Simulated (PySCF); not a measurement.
Where the electron goes

C9H8.
Numbering: `[CH2:1]=[CH:2][C:3](=[CH2:4])[C:5]#[C:6][C:7]#[C:8][CH3:9]` (hydrogens: H10, H11 on C1; H12 on C2; H13, H14 on C4; H15, H16, H17 on C9)

The calculation used TDDFT CAM-B3LYP/def2-SVPD, vertical, gas phase, core orbitals frozen in the response in PySCF. Isolated species at its GFN2-xTB geometry (one conformer only). Torsions of this conformer, `[CH2:1]=[CH:2][C:3](=[CH2:4])[C:5]#[C:6][C:7]#[C:8][CH3:9]`: C1–C2–C3–C4 180°.

Frontier orbitals with the atoms that hold most of them (Löwdin shares over 4%, at most four atoms; ? is withheld):

```tsv
orbital	ε (eV)	atoms
HOMO-3	-10.69	C7 22%, C6 16%, C8 14%, C2 11%
HOMO-2	-8.74	C1 24%, C2 22%, C8 9%, C7 9%
HOMO-1	-8.22	C8 24%, C5 23%, C7 20%, C6 19%
HOMO	?	?
LUMO	-0.43	?
LUMO+1	0.83	C5 20%, C8 20%, C6 18%, C7 17%
LUMO+2	0.99	C2 21%, C1 20%, C8 10%, C5 8%
```

Question: Which atoms hold the HOMO, and with what shares?

Answer: C4 (bonded to C and 2 H) 20%; C6 (bonded to 2 C) 14%; C5 (bonded to 2 C) 14%; C8 (bonded to 2 C) 12%.

Question: Which atoms hold the LUMO, and with what shares?

Answer: C4 (bonded to C and 2 H) 26%; C3 (bonded to 3 C) 16%; C1 (bonded to C and 2 H) 9%; C6 (bonded to 2 C) 9%.

Question: What is the HOMO energy, and the HOMO–LUMO gap?

Answer: ε(HOMO) = -7.62 eV; the gap is 7.19 eV (0.2642 hartree).

Question: The HOMO–LUMO gap is 7.19 eV. Where does the response calculation put the lowest singlet, and from which orbitals?

Answer: S1 is at 4.28 eV (f = 0.0001), 2.91 eV below the gap, made of HOMO-1→LUMO (80%), HOMO-1→LUMO+2 (14%). Its leading pair isn't HOMO and LUMO; the energies of that pair differ by 7.78 eV. Without the coupling terms of the response equations the lowest excitation would equal the gap.

Question: One configuration dominates each of S1 and S3. Which, and how do the shares of the two leading atoms of either orbital change from the occupied to the empty one?

Answer: 
- S1 (4.28 eV, f 0.0001), HOMO-1→LUMO (80%): C8 24% → at most 9%, C5 23% → at most 9%, C4 at most 15% → 26%, C3 at most 15% → 16%
- S3 (4.68 eV, f 0.0002), HOMO→LUMO+1 (81%): C4 20% → at most 18%, C6 14% → 18%, C5 14% → 20%, C8 12% → 20%

Löwdin shares depend on the basis, the more so with diffuse functions.
